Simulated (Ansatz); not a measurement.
Ansatz (an electronic-structure program) input file for C4H6BFO, SMILES CC#CB(CO)F, PBE-D3(BJ)/def2-SVP. 

Ansatz 0.2 input:
```yaml
crystal:
  periodic: [false, false, false]
  atoms:
    - {symbol: C, position_ang: [-3.17038662, 0.75559960, 0.38956273]}
    - {symbol: C, position_ang: [-1.83059879, 0.21726401, 0.22068007]}
    - {symbol: C, position_ang: [-0.70592046, -0.23393091, 0.07996402]}
    - {symbol: B, position_ang: [0.71209200, -0.74731869, -0.09705596]}
    - {symbol: F, position_ang: [0.93259611, -2.06697247, -0.14495523]}
    - {symbol: C, position_ang: [1.98369849, 0.17346756, -0.23355812]}
    - {symbol: O, position_ang: [1.66648120, 1.54726940, -0.17271579]}
    - {symbol: H, position_ang: [-3.17986041, 1.85327751, 0.29155192]}
    - {symbol: H, position_ang: [-3.86020132, 0.33619008, -0.36140036]}
    - {symbol: H, position_ang: [-3.56913986, 0.49820207, 1.38495356]}
    - {symbol: H, position_ang: [2.69458067, -0.14164234, 0.56488026]}
    - {symbol: H, position_ang: [2.48511749, -0.11238664, -1.18701079]}
    - {symbol: H, position_ang: [2.48307336, 2.05314810, -0.26126381]}
basis:
  gaussian:
    orbitals: def2-SVP
hamiltonian:
  xc: pbe
  dispersion: d3bj
relax: {f_tol: 0.002, max_steps: 200}
```

It prints:

```
WARN ansatz: RAYON_NUM_THREADS=1 ignored (pool sized by the plan → 1); use --threads N
Functional definition: PBE
integrals: 0.07 GiB planned
1425 factors; their error is unknown
mean field: 0.38 GiB planned
mean field evaluation 1: about -9654.8966 eV, gradient 7.2e1 eV
mean field evaluation 2: about -9642.6054 eV, gradient 1.0e2 eV
mean field evaluation 4: about -9667.1933 eV, gradient 5.7e0 eV
mean field evaluation 8: about -9667.2546 eV, gradient 1.1e-1 eV
mean field evaluation 16: about -9667.2016 eV, gradient 1.3e-3 eV
mean field -9667.20155131 eV, -355.2631043460 hartree, gradient 4.0e-5 eV, S^2 0.000000; 0 other end points of the search recorded, 0 dependent functions left out
the calculation of the forces begins
reference -9667.20159171 eV, -355.2631058309 hartree; 26, 26 occupied and 102, 102 virtual orbitals, 1425 factors
relax step   1: F+E_penalty+E_count = -9667.43217076 eV  Δ(F+E_penalty+E_count) = +0.000e0 eV  max|allowed force component| = 1.143e0 eV/Å  Δτ_max = 0.0000 Å  (31 SCF iters, accepted)
these checks for a lower state are left out or cut short: starts, cluster_reference, orbital_swaps, neighbouring_geometries, increment
integrals: 0.07 GiB planned
1425 factors; their error is unknown
mean field: 0.38 GiB planned
mean field -9667.21947587 eV, -355.2637630615 hartree, gradient 2.1e-5 eV, S^2 0.000000; 0 other end points of the search recorded, 0 dependent functions left out
the calculation of the forces begins
reference -9667.21951636 eV, -355.2637645495 hartree; 26, 26 occupied and 102, 102 virtual orbitals, 1425 factors
relax step   2: F+E_penalty+E_count = -9667.44936943 eV  Δ(F+E_penalty+E_count) = -1.720e-2 eV  max|allowed force component| = 1.694e-1 eV/Å  Δτ_max = 0.0122 Å  (31 SCF iters, accepted)
these checks for a lower state are left out or cut short: starts, cluster_reference, orbital_swaps, neighbouring_geometries, increment
integrals: 0.07 GiB planned
1425 factors; their error is unknown
mean field: 0.38 GiB planned
mean field evaluation 32: about -9667.2210 eV, gradient 5.3e-4 eV
mean field -9667.22101435 eV, -355.2638195995 hartree, gradient 2.2e-5 eV, S^2 0.000000; 0 other end points of the search recorded, 0 dependent functions left out
the calculation of the forces begins
reference -9667.22105485 eV, -355.2638210881 hartree; 26, 26 occupied and 102, 102 virtual orbitals, 1425 factors
relax step   3: F+E_penalty+E_count = -9667.45073209 eV  Δ(F+E_penalty+E_count) = -1.363e-3 eV  max|allowed force component| = 3.981e-2 eV/Å  Δτ_max = 0.0058 Å  (33 SCF iters, accepted)
these checks for a lower state are left out or cut short: starts, cluster_reference, orbital_swaps, neighbouring_geometries, increment
integrals: 0.07 GiB planned
1425 factors; their error is unknown
mean field: 0.38 GiB planned
mean field -9667.22107872 eV, -355.2638219652 hartree, gradient 1.9e-5 eV, S^2 0.000000; 0 other end points of the search recorded, 0 dependent functions left out
the calculation of the forces begins
reference -9667.22111922 eV, -355.2638234537 hartree; 26, 26 occupied and 102, 102 virtual orbitals, 1425 factors
relax step   4: F+E_penalty+E_count = -9667.45078016 eV  Δ(F+E_penalty+E_count) = -4.807e-5 eV  max|allowed force component| = 1.809e-2 eV/Å  Δτ_max = 0.0028 Å  (25 SCF iters, accepted)
these checks for a lower state are left out or cut short: starts, cluster_reference, orbital_swaps, neighbouring_geometries, increment
integrals: 0.07 GiB planned
1425 factors; their error is unknown
mean field: 0.38 GiB planned
mean field -9667.22109852 eV, -355.2638226927 hartree, gradient 1.5e-5 eV, S^2 0.000000; 0 other end points of the search recorded, 0 dependent functions left out
the calculation of the forces begins
reference -9667.22113902 eV, -355.2638241811 hartree; 26, 26 occupied and 102, 102 virtual orbitals, 1425 factors
relax step   5: F+E_penalty+E_count = -9667.45079355 eV  Δ(F+E_penalty+E_count) = -1.339e-5 eV  max|allowed force component| = 1.597e-2 eV/Å  Δτ_max = 0.0024 Å  (25 SCF iters, accepted)
these checks for a lower state are left out or cut short: starts, cluster_reference, orbital_swaps, neighbouring_geometries, increment
integrals: 0.07 GiB planned
1425 factors; their error is unknown
mean field: 0.38 GiB planned
mean field -9667.22112860 eV, -355.2638237981 hartree, gradient 1.0e-5 eV, S^2 0.000000; 0 other end points of the search recorded, 0 dependent functions left out
the calculation of the forces begins
reference -9667.22116910 eV, -355.2638252866 hartree; 26, 26 occupied and 102, 102 virtual orbitals, 1425 factors
relax step   6: F+E_penalty+E_count = -9667.45079633 eV  Δ(F+E_penalty+E_count) = -2.783e-6 eV  max|allowed force component| = 1.751e-2 eV/Å  Δτ_max = 0.0018 Å  (24 SCF iters, accepted)
these checks for a lower state are left out or cut short: starts, cluster_reference, orbital_swaps, neighbouring_geometries, increment
integrals: 0.07 GiB planned
1425 factors; their error is unknown
mean field: 0.38 GiB planned
mean field -9667.22111307 eV, -355.2638232276 hartree, gradient 2.1e-5 eV, S^2 0.000000; 0 other end points of the search recorded, 0 dependent functions left out
the calculation of the forces begins
reference -9667.22115357 eV, -355.2638247160 hartree; 26, 26 occupied and 102, 102 virtual orbitals, 1425 factors
relax step   7: F+E_penalty+E_count = -9667.45081049 eV  Δ(F+E_penalty+E_count) = -1.416e-5 eV  max|allowed force component| = 2.210e-3 eV/Å  Δτ_max = 0.0019 Å  (24 SCF iters, accepted)
these checks for a lower state are left out or cut short: starts, cluster_reference, orbital_swaps, neighbouring_geometries, increment
integrals: 0.07 GiB planned
1425 factors; their error is unknown
mean field: 0.38 GiB planned
mean field -9667.22110024 eV, -355.2638227559 hartree, gradient 8.0e-5 eV, S^2 0.000000; 0 other end points of the search recorded, 0 dependent functions left out
the calculation of the forces begins
reference -9667.22114073 eV, -355.2638242441 hartree; 26, 26 occupied and 102, 102 virtual orbitals, 1425 factors
relax step   8: F+E_penalty+E_count = -9667.45081061 eV  Δ(F+E_penalty+E_count) = -1.269e-7 eV  max|allowed force component| = 1.001e-2 eV/Å  Δτ_max = 0.0011 Å  (21 SCF iters, accepted)
these checks for a lower state are left out or cut short: starts, cluster_reference, orbital_swaps, neighbouring_geometries, increment
integrals: 0.07 GiB planned
1425 factors; their error is unknown
mean field: 0.38 GiB planned
mean field evaluation 64: about -9667.2211 eV, gradient 1.6e-2 eV
mean field -9667.22110132 eV, -355.2638227958 hartree, gradient 3.0e-5 eV, S^2 0.000000; 0 other end points of the search recorded, 0 dependent functions left out
the calculation of the forces begins
reference -9667.22114182 eV, -355.2638242841 hartree; 26, 26 occupied and 102, 102 virtual orbitals, 1425 factors
relax step   9: F+E_penalty+E_count = -9667.45081207 eV  Δ(F+E_penalty+E_count) = -1.462e-6 eV  max|allowed force component| = 3.612e-3 eV/Å  Δτ_max = 0.0002 Å  (20 SCF iters, accepted)
these checks for a lower state are left out or cut short: starts, cluster_reference, orbital_swaps, neighbouring_geometries, increment
integrals: 0.07 GiB planned
1425 factors; their error is unknown
mean field: 0.38 GiB planned
mean field -9667.22109543 eV, -355.2638225794 hartree, gradient 6.5e-5 eV, S^2 0.000000; 0 other end points of the search recorded, 0 dependent functions left out
the calculation of the forces begins
reference -9667.22113593 eV, -355.2638240675 hartree; 26, 26 occupied and 102, 102 virtual orbitals, 1425 factors
relax step  10: F+E_penalty+E_count = -9667.45081314 eV  Δ(F+E_penalty+E_count) = -1.067e-6 eV  max|allowed force component| = 1.421e-3 eV/Å  Δτ_max = 0.0008 Å  (21 SCF iters, accepted)
integrals: 0.07 GiB planned
1425 factors; their error is unknown
mean field: 0.38 GiB planned
mean field -9667.22109543 eV, -355.2638225794 hartree, gradient 6.5e-5 eV, S^2 0.000000; 1 other end points of the search recorded, 0 dependent functions left out
the calculation of the forces begins
reference -9667.22113593 eV, -355.2638240675 hartree; 26, 26 occupied and 102, 102 virtual orbitals, 1425 factors
Total energy: -9667.45085363 eV, -355.2722660375 hartree
Atom 0 at    -3.178040     0.756609     0.390296 Å, force    -0.000933    -0.000133     0.000147 eV/Å
Atom 1 at    -1.840569     0.218397     0.221589 Å, force     0.001421     0.000008    -0.000166 eV/Å
Atom 2 at    -0.705541    -0.240314     0.079697 Å, force    -0.000961    -0.000307     0.000058 eV/Å
Atom 3 at     0.716485    -0.749201    -0.097582 Å, force    -0.000211     0.000694     0.000224 eV/Å
Atom 4 at     0.943527    -2.077720    -0.146112 Å, force     0.000074    -0.000798    -0.000078 eV/Å
Atom 5 at     1.987127     0.180572    -0.233687 Å, force    -0.000249    -0.000276    -0.000076 eV/Å
Atom 6 at     1.669758     1.557322    -0.173113 Å, force    -0.000206     0.000154    -0.000096 eV/Å
Atom 7 at    -3.191406     1.862154     0.293620 Å, force     0.000225     0.000102    -0.000003 eV/Å
Atom 8 at    -3.875620     0.336080    -0.364301 Å, force     0.000122     0.000078    -0.000158 eV/Å
Atom 9 at    -3.582961     0.497286     1.391318 Å, force     0.000151     0.000060     0.000087 eV/Å
Atom 10 at     2.703860    -0.146398     0.568427 Å, force     0.000205     0.000085     0.000054 eV/Å
Atom 11 at     2.493762    -0.117343    -1.192118 Å, force     0.000196     0.000077    -0.000048 eV/Å
Atom 12 at     2.501150     2.054723    -0.264401 Å, force     0.000167     0.000257     0.000056 eV/Å
Dipole moment:    -0.061858     0.304089     0.014480 e Å
```

Self-consistency was reached.
